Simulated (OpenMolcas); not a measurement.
**Ni3+: moving or changing the point charges**

Ni3+ among 6 point charges of -2 e arranged as a tetragonal octahedron (D4h), 1.89 Å from the ion, with the axial distance 2.079 Å.

```
Program             : OpenMolcas
Method              : SS-CASPT2, IPEA 0.25 Eh, imaginary shift 0.1 Eh (closed shells correlated: 3s 3p)
Basis               : ANO-RCC-VDZP [5s4p2d1f]
Scalar Hamiltonian  : DKH2, point nucleus
Active space        : 7 electrons in 5 orbitals (3d)
State averaging     : 2S+1 = 4 even, 10 roots; 2S+1 = 2 even, 40 roots
Spin-orbit coupling : RASSI with atomic mean-field integrals over the reference wave functions
```

Runs around this geometry, states (labels of D4, the rotations of D4h). Energies in cm-1 above the lowest state or level, χT in cm3 K/mol.

```
R (Å)  q (e)  Axial / equatorial distance  Ground state  First state of that spin  First gap with spin-orbit (degeneracies)  χT at 300 K  First state of another spin
 1.89     -2                         1.01           4A2                    4E 430                                380 (2, 2)        3.848                    2A1 19850
 1.89   -1.3                          1.1           4A2                    4E 280                                320 (2, 2)        4.257                    2A1 20170
 1.72     -2                          1.1           4A2                   4E 1520                                260 (2, 2)        3.477                    2A1 18420
 1.89     -2                          1.1           4A2                   4E 1360                                270 (2, 2)        3.741                    2A1 19840
 2.05     -2                          1.1           4A2                   4E 1030                                280 (2, 2)        4.093                    2A1 20170
```

Taking the first state of the same spin as R^-n, n = -ln(1030 / 1520) / ln(2.05 / 1.72) = 2.2 between the shortest and longest distance.

Point charges give a weaker field than real ligands, and real ions of this kind are often low spin; the high spin found here belongs to the model. Free-ion shares, where given, are those of the reference states; single-state CASPT2 does not remix them. Spin-orbit coupling mixes the spin-free states strongly: the lowest level takes only 53 % from its leading state, 4A2 (holds for R = 1.89, q = -2, ratio = 1.01; R = 1.89, q = -1.3, ratio = 1.1). Point charges carry no covalency, so the field is a model and not that of real ligands. No measured value stands beside these numbers.
